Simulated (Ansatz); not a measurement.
## An elementary step

Start structure (GeHCl$_{2}$F, closed shell), relaxed at PBE0-D4/def2-TZVP:

```json
{"atom": "Ge1", "x (Å)": "0.3188", "y (Å)": "-1.0437", "z (Å)": "0.8542"}
{"atom": "F2", "x (Å)": "-0.2002", "y (Å)": "-1.2115", "z (Å)": "-0.8318"}
{"atom": "H3", "x (Å)": "-1.1407", "y (Å)": "0.8798", "z (Å)": "-0.8130"}
{"atom": "Cl4", "x (Å)": "-1.2272", "y (Å)": "1.4663", "z (Å)": "0.3288"}
{"atom": "Cl5", "x (Å)": "2.2494", "y (Å)": "-0.0910", "z (Å)": "0.4619"}
```

The step: GeClF + HCl → GeCl₂ + HF; bonds formed: Ge1–Cl4, F2–H3; bonds broken: Ge1–F2, H3–Cl4. Ansatz 0.2.0; basis: def2-TZVPP and def2-QZVPP; cores frozen in the correlated methods. Filled d shells of the heavier atoms are correlated. The def2 sets are not built for correlating such inner shells, so the correlated values are less sure here. Extrapolation: Hartree–Fock as exp(−7.88 √X), correlation as X^−2.97. Energies below are by CCSD(T) at an estimated basis limit (MP2 extrapolated from triple and quadruple zeta, plus CCSD(T) − MP2 in triple zeta).

**Question.** What are the electronic barrier and the energy of the step, from the start structure to the end structure? (An estimate is asked for; the value comes from the calculation.)

**Answer.** Computed: Barrier 35.3 kJ/mol; step energy -12.0 kJ/mol (downhill); reverse barrier, their difference, 47.3 kJ/mol. Barrier and step energy count from the start structure, the reverse barrier from the end structure.

The saddle point: One imaginary mode of 501i cm⁻¹.
```tsv
pair	start (Å)	saddle (Å)	end (Å)
Ge1–Cl4	2.99	2.56	2.25
F2–H3	2.29	1.27	0.94
Ge1–F2	1.77	1.94	2.46
H3–Cl4	1.29	1.46	2.27
```

Zero-point energy (harmonic, PBE0-D4): ZPE is 29.9 kJ/mol at the start and 26.5 kJ/mol at the saddle, so the barrier goes from 35.3 to 31.9 kJ/mol.

T1 diagnostic: at most 0.013.

For scale, one of the runs: CCSD(T)/def2-TZVPP, 177 basis functions (an equivalent command: `ansatz run in.yaml --threads 4`). The run took 48 s on 4 CPU threads (shared host), with 1.6 GiB of host memory at its peak.
